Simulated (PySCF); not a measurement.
An excited-state job on `[NH3+][BH2-]CC(F)F`.

Method: TDDFT PBE0/def2-SVPD, vertical, gas phase, core orbitals frozen in the response (PySCF 2.14.0, density-fitted response routines). Geometry: GFN2-xTB. The command runs a driver script over a list of jobs; the input below is this job's line of settings and its coordinates in Å.

Command:
```bash
OMP_NUM_THREADS=1 python probes_run.py task.json out
```

Input:
```
{"job": {"kind": "uv", "xc": "PBE0", "basis": "def2-SVPD", "nstates": 8, "ntriplets": 3}, "charge": 0, "multiplicity": 1}
N      1.484798     0.458214     0.249746
B      0.691048    -0.969012     0.137086
C     -0.782393    -0.634150    -0.515733
C     -1.431767     0.634926    -0.014867
F     -1.294851     0.813029     1.330826
F     -0.823019     1.744622    -0.558443
H      2.439220     0.295621     0.549428
H      1.472559     0.928880    -0.650254
H      1.005202     1.036289     0.934122
H      1.335469    -1.663193    -0.582862
H      0.612045    -1.385661     1.247458
H     -0.739396    -0.533190    -1.602013
H     -1.464161    -1.456855    -0.304788
H     -2.505429     0.730007    -0.241871
```

Problem. What does the run print?

Solution. 
```
coarse grid: 11456 points
cycle   1  E = -359.5586728671  dE =  4.984e-01  |g| = 7.020e-01  |ddm| = 4.563e+00
cycle   2  E = -359.5102614125  dE =  4.841e-02  |g| = 9.135e-01  |ddm| = 1.660e+00
cycle   3  E = -359.6642859459  dE = -1.540e-01  |g| = 7.891e-02  |ddm| = 8.583e-01
cycle   4  E = -359.6653951843  dE = -1.109e-03  |g| = 3.377e-02  |ddm| = 1.233e-01
cycle   5  E = -359.6656549431  dE = -2.598e-04  |g| = 5.453e-03  |ddm| = 4.814e-02
cycle   6  E = -359.6656617701  dE = -6.827e-06  |g| = 1.401e-03  |ddm| = 1.109e-02
final grid: 110800 points
cycle   7  E = -359.7096714888  dE = -6.508e-05  |g| = 8.142e-03  |ddm| = 1.217e-01
cycle   8  E = -359.7096634458  dE =  8.043e-06  |g| = 1.050e-02  |ddm| = 2.085e-02
cycle   9  E = -359.7096871362  dE = -2.369e-05  |g| = 8.770e-04  |ddm| = 1.043e-02
cycle  10  E = -359.7096872581  dE = -1.219e-07  |g| = 2.943e-04  |ddm| = 1.095e-03
cycle  11  E = -359.7096872728  dE = -1.466e-08  |g| = 6.488e-05  |ddm| = 3.764e-04
cycle  12  E = -359.7096872736  dE = -8.351e-10  |g| = 2.196e-05  |ddm| = 1.116e-04
converged SCF energy = -359.7096872736

Static polarisability (au): isotropic 54.010, principal 50.357 53.512 58.162

Singlet excitations
state   eV       nm        f      main configurations
  1   6.7011    185.0   0.00831   H->L 0.99
  2   6.8785    180.2   0.00435   H-1->L 0.99
  3   7.9981    155.0   0.02609   H->L+1 0.65, H-1->L+1 0.29
  4   8.0517    154.0   0.00295   H-1->L+1 0.68, H->L+1 0.25
  5   8.2518    150.3   0.02975   H->L+2 0.91
  6   8.4179    147.3   0.02574   H-1->L+2 0.89
  7   8.5062    145.8   0.04924   H-2->L 0.42, H->L+3 0.29, H-1->L+3 0.14
  8   8.5239    145.5   0.01438   H->L+3 0.56, H-2->L 0.27

Triplet excitations (Tamm-Dancoff, eV): 6.5720 6.7692 7.8178
```

The SCF starts on a coarse grid where the log names one; the energy can jump when the final grid takes over, and dE then counts from the start density on the new grid. H and L stand for HOMO and LUMO; the number after each pair is its weight.

Problem. Which computed singlet has the largest oscillator strength, and what do all of them sum to?

Solution. State 7 at 8.51 eV (146 nm), f = 0.049; the 8 states sum to 0.161.

Main results: HOMO -7.86 eV, LUMO 0.01 eV; lowest singlet 6.70 eV; lowest triplet 6.57 eV (Tamm–Dancoff); mean polarisability 54.0 au.

The run took 43 s wall on one thread of an Arm Neoverse N1 (shared host), and the process peaked at 0.74 GiB of memory.

One conformer stands for the species.
Labels such as C1 count atoms from 1, the log's own numbers from 0.
